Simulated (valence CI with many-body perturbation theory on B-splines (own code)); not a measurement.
# Ru4+: calculated level list

Computed by configuration interaction combined with many-body perturbation theory (CI+MBPT): four valence electrons over a frozen Dirac-Fock core [Kr], radial functions for each j: 7 s, 7 p, 8 d, 6 f, 4 g, 1 h, with the one-electron correlation potential Σ1 (screened to all orders), the two-electron term Σ2, the three-electron term Σ3, Breit, model QED; selected single and double excitations, second order for the rest, scaled by the run's own slope (own B-spline code, finite nucleus).

No measured levels were compared; by estimate terms of the open shell hold to 2 to 4 % of their energy, and close levels can change places; different configurations can be misplaced against each other by 1,000 to 8,000 cm⁻¹. Among the levels kept, up to 340 cm⁻¹ of a level comes from second order outside the variational space, and about a tenth of that is noise between levels of different J, which matters for small intervals. The list stops below the first excitations out of the core.

Levels 46 to 90 of 185, with energies above the lowest level, 4d4 5D_0. "Leading %" is the weight of the configuration and term that name the level; weights of strongly mixed levels are sums over their largest components and can fall short. In the jj column 3d3/2^4 stands for four electrons in 3d with j = 3/2. Lifetimes count E1, E2, E3, M1 and M2 decay at the calculated energies, and are blank where another channel may lead or the interval is too uncertain; long ones can be off by a factor of two.

| No. | Configuration | Term | J | E (eV) | Leading % | Leading jj | Lifetime |
| --- | --- | --- | --- | --- | --- | --- | --- |
| 46 | 4d3.5s | 3G | 3 | 16.329 | 94 | 4d3/2 4d5/2^2 5s (57 %) | 145 μs |
| 47 | 4d3.5s | 3G | 4 | 16.375 | 80 | 4d3/2^2 4d5/2 5s (54 %) | 139 μs |
| 48 | 4d3.5s | 3G | 5 | 16.447 | 75 | 4d3/2^2 4d5/2 5s (67 %) | 140 μs |
| 49 | 4d3.5s | 3P | 1 | 16.748 | 47 | 4d3/2^3 5s (41 %) | 128 μs |
| 50 | 4d3.5s | 3H | 4 | 16.757 | 67 | 4d3/2^2 4d5/2 5s (62 %) | 121 μs |
| 51 | 4d3.5s | 3P | 0 | 16.764 | 98 | 4d3/2^2 4d5/2 5s (88 %) | 132 μs |
| 52 | 4d3.5s | 3P | 2 | 16.864 | 48 | 4d3/2 4d5/2^2 5s (53 %) | 117 μs |
| 53 | 4d3.5s | 3H | 5 | 17.021 | 79 | 4d3/2 4d5/2^2 5s (66 %) | 133 μs |
| 54 | 4d3.5s | 3H | 6 | 17.023 | 98 | 4d3/2 4d5/2^2 5s (98 %) | 130 μs |
| 55 | 4d3.5s | 3P | 1 | 17.070 | 70 | 4d3/2^2 4d5/2 5s (43 %) |  |
| 56 | 4d3.5s | 3P | 1 | 17.227 | 57 | 4d3/2 4d5/2^2 5s (72 %) |  |
| 57 | 4d3.5s | 3P | 2 | 17.273 | 65 | 4d3/2 4d5/2^2 5s (62 %) |  |
| 58 | 4d3.5s | 3P | 0 | 17.279 | 98 | 4d3/2 4d5/2^2 5s (88 %) | 90.2 μs |
| 59 | 4d3.5s | 1G | 4 | 17.311 | 67 | 4d5/2^3 5s (58 %) | 101 μs |
| 60 | 4d3.5s | 3D | 3 | 17.315 | 96 | 4d3/2 4d5/2^2 5s (57 %) | 120 μs |
| 61 | 4d3.5s | 3P | 2 | 17.510 | 68 | 4d5/2^3 5s (63 %) |  |
| 62 | 4d3.5s | 1H | 5 | 17.639 | 95 | 4d3/2 4d5/2^2 5s (79 %) | 89.5 μs |
| 63 | 4d3.5s | 1P | 1 | 17.924 | 70 | 4d5/2^3 5s (72 %) | 104 μs |
| 64 | 4d3.5s | 1D | 2 | 17.966 | 89 | 4d3/2 4d5/2^2 5s (48 %) | 94.1 μs |
| 65 | 4d3.5s | 3F | 4 | 18.442 | 97 | 4d3/2 4d5/2^2 5s (77 %) | 92.9 μs |
| 66 | 4d3.5s | 3F | 3 | 18.476 | 97 | 4d3/2 4d5/2^2 5s (62 %) | 92.7 μs |
| 67 | 4d3.5s | 3F | 2 | 18.511 | 96 | 4d3/2 4d5/2^2 5s (49 %) | 92.4 μs |
| 68 | 4d3.5s | 1F | 3 | 19.131 | 96 | 4d3/2 4d5/2^2 5s (62 %) | 98.2 μs |
| 69 | 4d3.5s | 3D | 3 | 20.741 | 96 | 4d3/2^2 4d5/2 5s (43 %) | 75.4 μs |
| 70 | 4d3.5s | 3D | 2 | 20.770 | 97 | 4d3/2 4d5/2^2 5s (54 %) | 75.2 μs |
| 71 | 4d3.5s | 3D | 1 | 20.791 | 98 | 4d3/2 4d5/2^2 5s (86 %) | 75.2 μs |
| 72 | 4d3.5s | 1D | 2 | 21.422 | 96 | 4d3/2 4d5/2^2 5s (45 %) | 74.6 μs |
| 73 | 4d3.5p | 5G° | 2 | 21.717 | 92 | 4d3/2^3 5p1/2 (40 %) | 1.34 ns |
| 74 | 4d3.5p | 5G° | 3 | 21.924 | 92 | 4d3/2^2 4d5/2 5p1/2 (64 %) | 1.24 ns |
| 75 | 4d3.5p | 3D° | 1 | 22.035 | 59 | 4d3/2^3 5p1/2 (38 %) | 296 ps |
| 76 | 4d3.5p | 5G° | 4 | 22.175 | 90 | 4d3/2 4d5/2^2 5p1/2 (48 %) | 1.11 ns |
| 77 | 4d3.5p | 3D° | 2 | 22.211 | 48 | 4d3/2^2 4d5/2 5p1/2 (70 %) | 262 ps |
| 78 | 4d3.5p | 5D° | 3 | 22.466 | 43 | 4d3/2 4d5/2^2 5p1/2 (64 %) | 203 ps |
| 79 | 4d3.5p | 5G° | 5 | 22.469 | 84 | 4d3/2 4d5/2^2 5p3/2 (30 %) | 965 ps |
| 80 | 4d3.5p | 5D° | 0 | 22.510 | 96 | 4d3/2^3 5p3/2 (46 %) | 134 ps |
| 81 | 4d3.5p | 5D° | 1 | 22.575 | 86 | 4d3/2^2 4d5/2 5p3/2 (44 %) | 142 ps |
| 82 | 4d3.5p | 5D° | 2 | 22.689 | 68 | 4d3/2^2 4d5/2 5p3/2 (53 %) | 160 ps |
| 83 | 4d3.5p | 5D° | 4 | 22.720 | 73 | 4d3/2 4d5/2^2 5p1/2 (42 %) | 163 ps |
| 84 | 4d3.5p | 5F° | 1 | 22.729 | 56 | 4d3/2^2 4d5/2 5p3/2 (55 %) | 304 ps |
| 85 | 4d3.5p | 5F° | 3 | 22.808 | 49 | 4d3/2^2 4d5/2 5p3/2 (41 %) | 212 ps |
| 86 | 4d3.5p | 3D° | 2 | 22.810 | 40 | 4d3/2 4d5/2^2 5p3/2 (39 %) | 290 ps |
| 87 | 4d3.5p | 5G° | 6 | 22.873 | 96 | 4d3/2 4d5/2^2 5p3/2 (50 %) | 1.12 ns |
| 88 | 4d3.5p | 5F° | 4 | 22.914 | 49 | 4d3/2^2 4d5/2 5p3/2 (54 %) | 256 ps |
| 89 | 4d3.5p | 5F° | 5 | 22.995 | 51 | 4d3/2 4d5/2^2 5p3/2 (45 %) | 356 ps |
| 90 | 4d3.5p | 3D° | 3 | 23.013 | 49 | 4d3/2 4d5/2^2 5p3/2 (39 %) | 228 ps |

Names give the largest LS component (configuration and term), which can be under half, so a name can repeat, a term be missing and a line seem to break the LS rules; names also repeat where a configuration has a term twice.

Where two levels of one J and parity lie close, their mixing, g and order are uncertain.
